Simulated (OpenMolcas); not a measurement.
A calculation on neutral chromium.

| Property | Result |
| --- | --- |
| Program | OpenMolcas 26.06 |
| Method | CASSCF |
| Basis | ANO-RCC-VTZP [6s5p3d2f1g] |
| Scalar Hamiltonian | DKH2, point nucleus |
| Active space | 6 electrons in 6 orbitals (3d 4s) |
| State averaging | 2S+1 = 7 even, 1 root; 2S+1 = 5 even, 23 roots kept (CI in the orbitals of an earlier block); 2S+1 = 3 even, 9 roots kept (CI in the orbitals of an earlier block) |
| Spin-orbit coupling | state interaction with AMFI integrals over the reference wave functions, term energies averaged over their components |

Q: Which level of the active space comes out lowest?

A: 3d⁵ 4s ⁷S₃, with 100 % of that term; it is also the measured ground level.

Q: How high does 3d⁵ 4s ⁵G₅ lie?

A: 27262 cm⁻¹ above the lowest level; measured 20524 cm⁻¹ above the ground level, so the calculation is off by +33 %.

Q: How high does 3d⁵ 4s ⁵S₂ lie?

A: 11284 cm⁻¹ above the lowest level; measured 7593 cm⁻¹ above the ground level, so the calculation is off by +49 %.

Q: How high does 3d⁵ 4s ⁵G₄ lie?

A: 27262 cm⁻¹ above the lowest level; measured 20524 cm⁻¹ above the ground level, so the calculation is off by +33 %.

Measured values: NIST Handbook of Basic Atomic Spectroscopic Data.

Without dynamic correlation excited terms often stand tens of per cent too high (terms of higher spin than the ground term too low), and those without a measured partner can miss by more than the paired ones. Terms from blocks run as CI alone lack orbitals of their own. Measured partners are found by configuration, term and J. A level has none where our copy of the source lacks it or the pairing is in doubt (some pairs that miss far off the trend of their configuration count as doubtful), and it then counts in no deviation. Levels of configurations outside the active space are missing.
